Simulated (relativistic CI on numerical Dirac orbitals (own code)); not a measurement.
# Pd⁺: L2,3 absorption edge

Computed with this model: Dirac-Coulomb-Breit CI, separate exchange-only KLI orbitals for each configuration, model QED (radiative potential, 1s self-energy scaled to tabulated hydrogen-like ionisation energies), valence Slater integrals scaled by 0.7, multiplet model of core-to-valence dipole absorption; configurations [Kr] 4d9 → [He] 2s2 2p5 3s2 3p6 3d10 4s2 4p6 4d10; 300 K; Lorentzian 1.6 eV and Gaussian 0.5 eV FWHM. Energies are those of the free ion, without screening or charge transfer. The branching ratio is the share of the lower-energy edge in the whole absorption, uncertain by about 0.02 where the edges overlap. S is read from ⟨S²⟩ = S(S + 1).

Field parameters in Wybourne normalisation: D3d B²₀ = −7Dσ, B⁴₀ = −14Dq − 21Dτ, B⁴₃ = −14√(10/7) Dq; D4h B²₀ = −7Ds, B⁴₀ = 21(Dq − Dt), B⁴₄ = 21√(5/14) Dq; Oh B⁴₀ = 21Dq, B⁴₄ = √(5/14) B⁴₀; Td as Oh with Dq negative (B⁴₀ = 21Dq, B⁴₄ = √(5/14) B⁴₀). The field is a parameter set, without covalency.

Case Oh, 10Dq = 13750 cm⁻¹, the dichroism is that of the ground state at zero temperature, magnetised by exchange field 10 meV on Sz. The dichroism I(Δm = −1) − I(Δm = +1), over the sum of the three polarisations, integrates to -0.4309 on the lower edge and 0.2315 on the upper edge. The branching ratio is 0.769.

Question: Use the orbital sum rule with 1 holes to get ⟨Lz⟩.

Answer: For a p → d edge ⟨Lz⟩ = 2 × n_h × (sum of both integrals) in this sign convention = -0.40; the ground state itself has ⟨Lz⟩ = -0.35 and ⟨Sz⟩ = -0.50. The rule assumes one radial integral for both edges, which relativistic orbitals only approach.
